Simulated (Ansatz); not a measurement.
Cost and result for the atomization energy of `C[CH](S)[Zn][F]` (10 atoms, 9 bonds).

```xyz
10

C     0.915    0.055    0.990
C     0.203   -0.037   -0.353
S    -0.182    1.676   -0.874
Zn   -1.462   -1.019   -0.302
F    -3.007   -1.846   -0.284
H     0.283    0.501    1.762
H     1.217   -0.936    1.337
H     1.817    0.671    0.909
H     0.884   -0.465   -1.090
H    -0.668    1.400   -2.095
```

Total charge 0; spin multiplicity 1. For Zn the d shell is correlated and the shells below it are frozen. Scalar relativity is left out up to krypton. The geometry is a stationary point of PBE0-D4/def2-TZVP. It is one conformer, not always the lowest. Program: Ansatz. Hardware: A = 2 threads of an AMD EPYC 7R13 on a shared host; B = 2 threads of an AMD EPYC 7R13 on a shared host and a share of an NVIDIA H100 80 GB. Times are those of one run each, without the atoms' runs, and a repeat can differ threefold. Electronic energies, without spin–orbit coupling; frozen cores. CCSD(T)/CBS adds CCSD(T) − MP2 in def2-TZVPP to the MP2 limit, and its time is that of the two runs behind it. T1 = 0.015. With those shells the extrapolation isn't a true limit. B3LYP takes the VWN-RPA correlation (the form of Gaussian; ORCA's B3LYP/G).

CCSD(T)/CBS is a level of theory with its own doubt, some kJ/mol a heavy atom from the limit and from the frozen cores, so smaller differences don't rank the functionals.

| level | functions | wall time | atomization (kJ/mol) | difference from CCSD(T)/CBS | per bond |
| --- | --- | --- | --- | --- | --- |
| PBE-D4/def2-TZVPP (with forces) [A] | 269 | 6.5 s | 3428.4 | 69.2 | 7.7 |
| r2SCAN-D4/def2-TZVPP (with forces) [A] | 269 | 11 s | 3379.9 | 20.7 | 2.3 |
| PBE0-D4/def2-TZVPP [A] | 269 | 12 s | 3364.9 | 5.7 | 0.6 |
| B3LYP-D4/def2-TZVPP (with forces) [A] | 269 | 13 s | 3326.6 | -32.6 | -3.6 |
| CCSD(T)/def2-TZVPP [B] | 269 | 15 s | 3264.5 | -94.7 | -10.5 |
| B2PLYP/def2-TZVPP [A] | 269 | 16 s | 3304.9 | -54.3 | -6.0 |
| MP2/def2-QZVPP [B] | 491 | 17 s | 3401.7 | 42.5 | 4.7 |
| ωB97X-V/def2-TZVPP [A] | 269 | 18 s | 3371.7 | 12.5 | 1.4 |
| ωB97M-V/def2-TZVPP (with forces) [A] | 269 | 28 s | 3363.1 | 3.9 | 0.4 |
| CCSD(T)/CBS(def2) | – | 32 s | 3359.2 | 0.0 | 0.0 |

From PBE to PBE0 (25 % exact exchange), in def2-TZVPP and without D4, the atomization energy moves by −60.2 kJ/mol: exact exchange takes away binding that semilocal exchange gives to molecules. In def2-TZVPP, CCSD(T) changes the Hartree–Fock value by +859.4 kJ/mol (the triples alone add +55.2 kJ/mol) and MP2 by +938.3 kJ/mol; breaking electron pairs costs correlation energy, which Hartree–Fock lacks. The D4 term adds +34.4 kJ/mol with B3LYP and +17.9 kJ/mol with PBE0; it sums over pairs of atoms, weighted by their polarisabilities, and B3LYP, whose exchange is more repulsive, gets the larger term.
